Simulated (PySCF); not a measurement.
Input of a response calculation (the driver script's job line, then coordinates in Å):

```
{"job": {"kind": "uv", "xc": "PBE0", "basis": "def2-SVPD", "dynamic": true, "nstates": 6, "ntriplets": 0, "group": "solv-DAPCNHKIPQJBNS-FPLPWBNLSA-N-uv", "role": "base"}, "charge": 0, "multiplicity": 1}
C     -1.065145    -3.157724     0.577450
C     -0.689305    -2.237459    -0.114455
C     -0.239432    -1.109540    -0.920102
C     -0.017069     0.147905    -0.077986
C     -1.139408     1.148259    -0.113005
C     -0.950997     2.340621     0.801349
N      1.013502     0.370063     0.623784
C      2.081665    -0.593379     0.679839
H     -1.401024    -3.976533     1.185825
H     -0.989357    -0.901552    -1.699974
H      0.693580    -1.378922    -1.443087
H     -2.072508     0.605929     0.128371
H     -1.268054     1.473199    -1.162860
H     -0.030247     2.884898     0.549249
H     -1.803272     3.031873     0.725272
H     -0.851701     2.017691     1.847408
H      2.764767    -0.342289     1.504118
H      2.679527    -0.574700    -0.249778
H      1.730845    -1.629924     0.829341
```

The program printed:

```
coarse grid: 15488 points
cycle   1  E = -327.2980415146  dE =  7.742e-01  |g| = 4.790e-01  |ddm| = 8.635e+00
cycle   2  E = -327.2516831286  dE =  4.636e-02  |g| = 6.717e-01  |ddm| = 2.794e+00
cycle   3  E = -327.3532903983  dE = -1.016e-01  |g| = 1.725e-01  |ddm| = 1.644e+00
cycle   4  E = -327.3598838439  dE = -6.593e-03  |g| = 4.745e-02  |ddm| = 3.147e-01
cycle   5  E = -327.3603034677  dE = -4.196e-04  |g| = 2.418e-02  |ddm| = 9.811e-02
cycle   6  E = -327.3604363476  dE = -1.329e-04  |g| = 6.484e-03  |ddm| = 4.260e-02
cycle   7  E = -327.3604468537  dE = -1.051e-05  |g| = 1.328e-03  |ddm| = 1.400e-02
cycle   8  E = -327.3604472993  dE = -4.456e-07  |g| = 2.200e-04  |ddm| = 2.863e-03
final grid: 148544 points
cycle   9  E = -327.4084003301  dE = -6.724e-05  |g| = 7.892e-03  |ddm| = 2.426e-01
cycle  10  E = -327.4083971965  dE =  3.134e-06  |g| = 8.753e-03  |ddm| = 3.693e-02
cycle  11  E = -327.4084167253  dE = -1.953e-05  |g| = 1.642e-03  |ddm| = 1.725e-02
cycle  12  E = -327.4084173388  dE = -6.135e-07  |g| = 3.590e-04  |ddm| = 3.299e-03
cycle  13  E = -327.4084173648  dE = -2.593e-08  |g| = 1.372e-04  |ddm| = 8.956e-04
cycle  14  E = -327.4084173686  dE = -3.849e-09  |g| = 6.925e-05  |ddm| = 3.585e-04
cycle  15  E = -327.4084173697  dE = -1.092e-09  |g| = 1.863e-05  |ddm| = 1.292e-04
cycle  16  E = -327.4084173698  dE = -8.390e-11  |g| = 2.798e-06  |ddm| = 3.313e-05
converged SCF energy = -327.4084173698

Static polarisability (au): isotropic 91.178, principal 76.490 93.758 103.285

Singlet excitations
state   eV       nm        f      main configurations
  1   4.8983    253.1   0.00370   H->L 0.94
  2   6.2742    197.6   0.00100   H-1->L 0.27, H->L+2 0.26, H->L+1 0.22
  3   6.3781    194.4   0.00317   H->L+1 0.48, H-1->L 0.39
  4   6.4662    191.7   0.00330   H->L+2 0.48, H->L+1 0.22, H-1->L 0.14
  5   6.6074    187.6   0.02815   H->L+3 0.29, H-3->L 0.21, H-1->L+2 0.15
  6   6.8778    180.3   0.00262   H->L+3 0.49, H-2->L 0.25, H-3->L 0.21
```

Method used: TDDFT PBE0/def2-SVPD, vertical, gas phase, core orbitals frozen in the response (PySCF 2.14.0, density-fitted response routines). One conformer (not necessarily the lowest) at the PBE0-D3(BJ)/def2-SVP geometry, without solvent, vibrations or thermal averaging.

How many basis functions and electrons does this run hold?

248 basis functions for 60 electrons in 30 doubly occupied orbitals.

What transition dipole goes with state 5?

|μ|² = 3f / (2ΔE) = 3 × 0.0282 / (2 × 0.2428) = 0.174 au, so |μ| = 1.06 D.

Give the energy of state 6 in hartree, cm⁻¹ and kJ/mol.

0.25275 hartree, 55473 cm⁻¹, 663.6 kJ/mol.

What is the total energy of state 6 at this geometry?

-327.40842 + 0.25275 = -327.15567 hartree.

How much of the mean polarisability do the listed states account for?

The sum over states Σ f/ΔE² (ΔE in hartree) gives 0.77 au, under 1% of the total; the rest comes from higher roots of the same response equations.

Write the structure that the coordinates describe.

`C#CC/C(CC)=N\C` (C7H11N), point group C1.

The SCF starts on a coarse grid; the energy jumps when the final grid takes over, and dE counts afresh there. H and L stand for HOMO and LUMO.

Conformer computed: `[CH:1]#[C:2][CH2:3]/[C:4]([CH2:5][CH3:6])=[N:7]\[CH3:8]`: C2–C3–C4–C5 -99°, C3–C4–C5–C6 176°.
